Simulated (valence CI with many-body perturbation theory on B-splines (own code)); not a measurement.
E1 line list for Ba23+

Calculated by relativistic CI+MBPT: five valence electrons over a frozen Dirac-Fock core [Ar] 3d10, radial functions for each j: 9 s, 9 p, 8 d, 6 f, 3 g, 1 h, with the one-electron correlation potential Σ1 (screened to all orders), the two-electron term Σ2, the three-electron term Σ3, Breit, model QED; selected single and double excitations, second order for the rest (own B-spline code, finite nucleus).

No measured levels were compared; by estimate levels hold to about 250 cm⁻¹ or 0.2 % of their energy and the worst to 1 %, as in measured heavy ions of charge 2 to 7; those with d or f electrons hold less well. Among the levels kept, up to 270 cm⁻¹ of a level comes from second order outside the variational space, and about a tenth of that is noise between levels of different J, which matters for small intervals.

Lines 101 to 150 of 183 in falling wavelength, among levels below 1346900 cm⁻¹, chosen from the strongest by gf and those to the six lowest levels. Wavelengths and rates use the calculated energies, so an error of 2000 cm⁻¹ moves a line at 136.8 Å by 0.27 % and its rate by three times that or more. Electric multipoles are in the length gauge, E1 and E2 with the static RPA response of the core. Weak lines are less certain than strong ones. Lines between different terms over intervals too small for the method are left out, as are lines whose strength nearly cancels. The highest levels of a list are the least certain.

Levels are named by their leading jj configuration (3d3/2^4 stands for four electrons in 3d with j = 3/2), which in mixed levels can hold well under half, so a name can repeat and another be missing. Letters in brackets count levels of one name in rising energy.

```tsv
λ vac (Å)	Upper	Lower	A (s⁻¹)	log gf	Branch %
136.8	(4s 4p1/2 4p3/2^3) J=3/2 [a]	(4s^2 4p1/2^2 4p3/2) J=3/2	1.01e+09	-1.95	7.3
135.7	(4s^2 4p1/2 4p3/2 4d3/2) J=3/2 [a]	(4s^2 4p1/2 4p3/2^2) J=5/2	5.54e+10	-0.21	53.2
135.6	(4s^2 4p1/2 4p3/2 4d3/2) J=5/2 [a]	(4s^2 4p1/2 4p3/2^2) J=3/2	3.60e+08	-2.22	8.7
134.9	(4s^2 4p1/2 4p3/2 4d5/2) J=7/2 [a]	(4s^2 4p1/2 4p3/2^2) J=5/2	3.21e+07	-3.15	99.9
133.3	(4s^2 4p1/2 4p3/2 4d3/2) J=1/2 [a]	(4s^2 4p1/2 4p3/2^2) J=3/2	2.05e+10	-0.96	70.4
132.6	(4s^2 4p1/2 4p3/2 4d5/2) J=3/2 [a]	(4s^2 4p1/2 4p3/2^2) J=1/2	2.89e+09	-1.52	1.3
131.8	(4s^2 4p1/2^2 4d3/2) J=3/2	(4s^2 4p1/2^2 4p3/2) J=3/2	2.93e+10	-0.52	65.9
131.3	(4s^2 4p3/2^2 4d3/2) J=1/2	(4s^2 4p3/2^3) J=3/2	6.67e+09	-1.46	2.6
130.9	(4s^2 4p1/2 4p3/2 4d3/2) J=3/2 [a]	(4s^2 4p1/2 4p3/2^2) J=3/2	4.72e+09	-1.31	4.5
130.2	(4s 4p1/2^2 4p3/2 4d3/2) J=3/2 [b]	(4s 4p1/2^2 4p3/2^2) J=5/2	4.18e+09	-1.37	16.8
129.5	(4s 4p1/2 4p3/2^3) J=5/2	(4s^2 4p1/2^2 4p3/2) J=3/2	1.56e+09	-1.63	7.0
129.3	(4s^2 4p3/2^2 4d3/2) J=3/2 [a]	(4s^2 4p3/2^3) J=3/2	2.53e+08	-2.60	0.1
128.4	(4s 4p3/2^4) J=1/2	(4s^2 4p1/2 4p3/2^2) J=1/2	4.93e+09	-1.61	6.2
128.3	(4s^2 4p3/2^2 4d3/2) J=5/2	(4s^2 4p3/2^3) J=3/2	9.25e+09	-0.86	2.2
128.2	(4s^2 4p1/2 4p3/2 4d5/2) J=5/2 [a]	(4s^2 4p1/2 4p3/2^2) J=5/2	1.40e+10	-0.68	12.5
126.8	(4s^2 4p1/2 4p3/2 4d3/2) J=3/2 [b]	(4s^2 4p1/2 4p3/2^2) J=1/2	1.18e+08	-2.94	0.0
126.8	(4s^2 4p1/2 4p3/2 4d3/2) J=1/2 [b]	(4s^2 4p1/2 4p3/2^2) J=1/2	6.03e+08	-2.54	0.2
126.7	(4s^2 4p1/2 4p3/2 4d5/2) J=3/2 [a]	(4s^2 4p1/2 4p3/2^2) J=5/2	3.48e+10	-0.48	15.1
125.2	(4s^2 4p1/2^2 4d5/2) J=5/2	(4s^2 4p1/2^2 4p3/2) J=3/2	4.42e+10	-0.21	95.7
123.9	(4s^2 4p1/2 4p3/2 4d5/2) J=5/2 [a]	(4s^2 4p1/2 4p3/2^2) J=3/2	3.10e+10	-0.37	27.5
122.8	(4s 4p1/2 4p3/2^3) J=1/2	(4s^2 4p1/2^2 4p3/2) J=3/2	1.48e+10	-1.17	20.0
122.5	(4s^2 4p1/2 4p3/2 4d3/2) J=5/2 [b]	(4s^2 4p1/2 4p3/2^2) J=5/2	6.22e+10	-0.08	17.1
122.4	(4s^2 4p1/2 4p3/2 4d5/2) J=3/2 [a]	(4s^2 4p1/2 4p3/2^2) J=3/2	6.92e+10	-0.21	30.0
122.2	(4s^2 4p3/2^2 4d5/2) J=5/2 [a]	(4s^2 4p3/2^3) J=3/2	4.94e+07	-3.18	1.1
121.9	(4s^2 4p1/2 4p3/2 4d5/2) J=3/2 [b]	(4s^2 4p1/2 4p3/2^2) J=1/2	6.91e+10	-0.21	58.1
121.5	(4s^2 4p1/2 4p3/2 4d5/2) J=7/2 [b]	(4s^2 4p1/2 4p3/2^2) J=5/2	7.06e+10	0.10	100.0
121.4	(4s^2 4p1/2 4p3/2 4d3/2) J=3/2 [b]	(4s^2 4p1/2 4p3/2^2) J=5/2	6.53e+10	-0.24	17.4
121.2	(4s 4p1/2 4p3/2^3) J=3/2 [b]	(4s^2 4p1/2^2 4p3/2) J=3/2	5.50e+09	-1.31	9.7
120.4	(4s^2 4p3/2^2 4d3/2) J=3/2 [b]	(4s^2 4p3/2^3) J=3/2	5.03e+10	-0.36	14.5
118.9	(4s 4p3/2^4) J=1/2	(4s^2 4p1/2 4p3/2^2) J=3/2	2.62e+10	-0.95	32.7
118.7	(4s^2 4p3/2^2 4d5/2) J=1/2	(4s^2 4p3/2^3) J=3/2	2.91e+11	0.09	82.7
118.5	(4s^2 4p1/2 4p3/2 4d3/2) J=5/2 [b]	(4s^2 4p1/2 4p3/2^2) J=3/2	1.68e+10	-0.67	4.6
117.6	(4s^2 4p1/2 4p3/2 4d5/2) J=1/2	(4s^2 4p1/2 4p3/2^2) J=1/2	2.77e+11	0.06	85.5
117.5	(4s^2 4p1/2 4p3/2 4d3/2) J=3/2 [b]	(4s^2 4p1/2 4p3/2^2) J=3/2	4.28e+10	-0.45	11.4
117.5	(4s^2 4p1/2 4p3/2 4d3/2) J=1/2 [b]	(4s^2 4p1/2 4p3/2^2) J=3/2	1.46e+10	-1.22	3.8
116.8	(4s^2 4p1/2 4p3/2 4d5/2) J=3/2 [b]	(4s^2 4p1/2 4p3/2^2) J=5/2	2.17e+09	-1.75	1.8
115.5	(4s^2 4p1/2 4p3/2 4d5/2) J=5/2 [b]	(4s^2 4p1/2 4p3/2^2) J=5/2	7.14e+10	-0.07	17.6
114.5	(4s^2 4p1/2 4p3/2 4d3/2) J=5/2 [a]	(4s^2 4p1/2^2 4p3/2) J=3/2	1.66e+09	-1.71	40.1
114.4	(4s^2 4p3/2^2 4d5/2) J=3/2	(4s^2 4p3/2^3) J=3/2	2.47e+11	0.29	68.2
113.2	(4s^2 4p1/2 4p3/2 4d5/2) J=3/2 [b]	(4s^2 4p1/2 4p3/2^2) J=3/2	3.39e+08	-2.58	0.3
112.8	(4s^2 4p1/2 4p3/2 4d3/2) J=1/2 [a]	(4s^2 4p1/2^2 4p3/2) J=3/2	1.98e+09	-2.12	6.8
112.1	(4s^2 4p3/2^2 4d5/2) J=5/2 [b]	(4s^2 4p3/2^3) J=3/2	4.16e+11	0.67	93.7
111.9	(4s^2 4p1/2 4p3/2 4d5/2) J=5/2 [b]	(4s^2 4p1/2 4p3/2^2) J=3/2	2.09e+11	0.37	51.4
111.1	(4s^2 4p3/2^2 4d3/2) J=1/2	(4s^2 4p1/2 4p3/2^2) J=1/2	5.74e+09	-1.67	2.3
111.1	(4s^2 4p1/2 4p3/2 4d3/2) J=3/2 [a]	(4s^2 4p1/2^2 4p3/2) J=3/2	3.58e+10	-0.58	34.4
109.7	(4s^2 4p3/2^2 4d5/2) J=7/2	(4s^2 4p1/2 4p3/2^2) J=5/2	5.74e+09	-1.08	100.0
109.6	(4s^2 4p3/2^2 4d3/2) J=3/2 [a]	(4s^2 4p1/2 4p3/2^2) J=1/2	3.08e+10	-0.65	7.6
109.5	(4s^2 4p1/2 4p3/2 4d5/2) J=1/2	(4s^2 4p1/2 4p3/2^2) J=3/2	1.99e+10	-1.14	6.1
106.0	(4s^2 4p1/2 4p3/2 4d5/2) J=5/2 [a]	(4s^2 4p1/2^2 4p3/2) J=3/2	6.67e+10	-0.17	59.2
105.5	(4s^2 4p3/2^2 4d3/2) J=3/2 [a]	(4s^2 4p1/2 4p3/2^2) J=5/2	8.02e+10	-0.27	19.8
```

(1) How does gf follow from A for the line at 118.7 Å?

Results:

(1) gf = 1.4992 × (2J+1)_upper × A / σ², with σ = 842409 cm⁻¹ and 2J+1 = 2: gf = 1.23.
